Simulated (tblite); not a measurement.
Species: C7H8O2.
Atom-mapped SMILES: `[CH2:1]=[CH:2][C@H:3]([C:4]#[C:5][CH3:6])[C:7](=[O:8])[OH:9]` (hydrogens: H10, H11 on C1; H12 on C2; H13 on C3; H14, H15, H16 on C6; H17 on O9)

Computed with GFN2-xTB (tblite), gas phase: L-BFGS steps from a force-field or distance-geometry start until the largest atomic force falls under 0.01 eV/Å.

Step 31: E = -737.7859 eV
```
atom  x, y, z in Å  |  force x, y, z in eV/Å
C1     -1.9355   -2.1860    0.1126    0.008   0.015   0.026
C2     -1.1546   -1.3173    0.7248    0.001   0.012  -0.029
C3     -0.8676    0.0639    0.2035   -0.005   0.009   0.011
C4      0.5584    0.2223   -0.0615   -0.039  -0.044   0.006
C5      1.7380    0.3234   -0.2474    0.030   0.012  -0.018
C6      3.1465    0.4551   -0.5490    0.010   0.008  -0.006
C7     -1.2618    1.1224    1.2251    0.066  -0.004   0.050
O8     -1.6081    0.9088    2.3535    0.002   0.015   0.007
O9     -1.1554    2.3585    0.7225   -0.029  -0.028   0.003
H10    -2.1070   -3.1679    0.5206   -0.021   0.015  -0.033
H11    -2.4375   -1.9567   -0.8154    0.042  -0.013   0.036
H12    -0.6670   -1.5574    1.6592   -0.006  -0.005  -0.025
H13    -1.4227    0.2584   -0.7209    0.001   0.012  -0.012
H14     3.7528    0.2854    0.3393   -0.050  -0.025   0.054
H15     3.4269   -0.2728   -1.3093    0.011  -0.006  -0.018
H16     3.3532    1.4566   -0.9235   -0.010   0.022  -0.024
H17    -1.3655    3.0151    1.4056   -0.011   0.006  -0.030
```

Step 32: E = -737.7867 eV
```
atom  x, y, z in Å  |  force x, y, z in eV/Å
C1     -1.9352   -2.1873    0.1131    0.009   0.015   0.024
C2     -1.1562   -1.3168    0.7256    0.011   0.009  -0.072
C3     -0.8702    0.0631    0.1990   -0.014   0.032   0.047
C4      0.5552    0.2215   -0.0682   -0.069  -0.053   0.018
C5      1.7355    0.3238   -0.2469    0.052   0.010  -0.031
C6      3.1441    0.4551   -0.5461    0.019   0.010  -0.009
C7     -1.2561    1.1218    1.2245    0.033   0.012   0.060
O8     -1.5885    0.9096    2.3576    0.020   0.005  -0.014
O9     -1.1628    2.3582    0.7192   -0.015  -0.027   0.002
H10    -2.1078   -3.1699    0.5190   -0.014   0.020  -0.022
H11    -2.4354   -1.9581   -0.8159    0.036  -0.011   0.036
H12    -0.6650   -1.5543    1.6588   -0.019  -0.003  -0.025
H13    -1.4275    0.2615   -0.7238    0.005  -0.008   0.010
H14     3.7477    0.2849    0.3437   -0.041  -0.024   0.060
H15     3.4267   -0.2726   -1.3055    0.009  -0.009  -0.021
H16     3.3517    1.4565   -0.9200   -0.007   0.027  -0.024
H17    -1.3632    3.0149    1.4054   -0.015  -0.004  -0.037
```

Step 33: E = -737.7876 eV
```
atom  x, y, z in Å  |  force x, y, z in eV/Å
C1     -1.9350   -2.1885    0.1141    0.007   0.010   0.011
C2     -1.1577   -1.3160    0.7253    0.020   0.004  -0.089
C3     -0.8732    0.0630    0.1949   -0.013   0.043   0.067
C4      0.5517    0.2196   -0.0750   -0.061  -0.051   0.026
C5      1.7327    0.3244   -0.2466    0.050   0.005  -0.045
C6      3.1418    0.4553   -0.5430    0.021   0.009  -0.009
C7     -1.2491    1.1215    1.2247   -0.017   0.020   0.057
O8     -1.5671    0.9106    2.3625    0.043  -0.003  -0.029
O9     -1.1711    2.3574    0.7157    0.005  -0.020   0.002
H10    -2.1087   -3.1719    0.5170   -0.004   0.018  -0.002
H11    -2.4327   -1.9606   -0.8158    0.019  -0.001   0.017
H12    -0.6633   -1.5509    1.6574   -0.027  -0.001  -0.019
H13    -1.4322    0.2651   -0.7267    0.006  -0.022   0.035
H14     3.7412    0.2838    0.3494   -0.033  -0.015   0.051
H15     3.4267   -0.2724   -1.3019    0.006  -0.007  -0.016
H16     3.3500    1.4568   -0.9168   -0.002   0.020  -0.016
H17    -1.3610    3.0147    1.4045   -0.020  -0.009  -0.041
```

Q: Estimate the geometry and energy of step 34. (The exact step hangs on the optimiser's Hessian estimate; all steps are aligned on step 33, rigid shifts and turns removed.)

A: E = -737.7884 eV, largest force 0.073 eV/Å
```
atom  x, y, z in Å  |  force x, y, z in eV/Å
C1     -1.9348   -2.1897    0.1149    0.003   0.004  -0.009
C2     -1.1587   -1.3150    0.7235    0.023  -0.001  -0.069
C3     -0.8763    0.0636    0.1920    0.001   0.034   0.059
C4      0.5483    0.2170   -0.0808   -0.020  -0.035   0.028
C5      1.7300    0.3251   -0.2468    0.025  -0.002  -0.053
C6      3.1399    0.4556   -0.5402    0.013   0.004  -0.007
C7     -1.2425    1.1216    1.2256   -0.057   0.015   0.041
O8     -1.5463    0.9115    2.3673    0.059  -0.004  -0.027
O9     -1.1788    2.3563    0.7124    0.021  -0.010   0.001
H10    -2.1093   -3.1735    0.5154    0.007   0.012   0.019
H11    -2.4303   -1.9636   -0.8156   -0.004   0.011  -0.012
H12    -0.6626   -1.5476    1.6551   -0.027  -0.001  -0.010
H13    -1.4363    0.2685   -0.7288    0.002  -0.026   0.053
H14     3.7346    0.2825    0.3557   -0.028  -0.004   0.028
H15     3.4268   -0.2722   -1.2987    0.004   0.001  -0.004
H16     3.3484    1.4574   -0.9143    0.004   0.006  -0.002
H17    -1.3592    3.0145    1.4028   -0.026  -0.004  -0.037
```

The energy changes by -0.0008 eV. The first-order estimate −F·Δx gives -0.0011 eV and the mean of the old and new forces, exact on a quadratic surface, -0.0008 eV. The step makes an angle of 80° with the force vector and moves no atom by more than 0.021 Å.

The cost below is that of the whole relaxation. Time: 0.68 s. Hardware: an Arm Neoverse V2 with one thread, on a shared host.
